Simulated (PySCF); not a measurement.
These are TPSSh-D3(BJ)/def2-TZVP // TPSS-D3(BJ)/def2-SVP (PySCF) values and carry that method's errors. Gas-phase values, no solvent. 

Reference species: [Mo(Cl)5(F)] (neutral, multiplicity 1).

```
Property                                                        Value
------------------------------------------------------------  -------
HOMO–LUMO gap                                                 2.19 eV
mean distance from the central atom to its bonded neighbours  2.234 Å
```

Changed species: [Mo(Cl)6] (0 of 6 Cl replaced by F; the reference has 1 of 6 Cl replaced by F).

### Question
Predict the effect on the HOMO–LUMO gap and mean distance from the central atom to its bonded neighbours.

### Answer
the HOMO–LUMO gap rises by 0.08 eV, to 2.27 eV; the mean distance from the central atom to its bonded neighbours increases by 0.080 Å, to 2.314 Å.
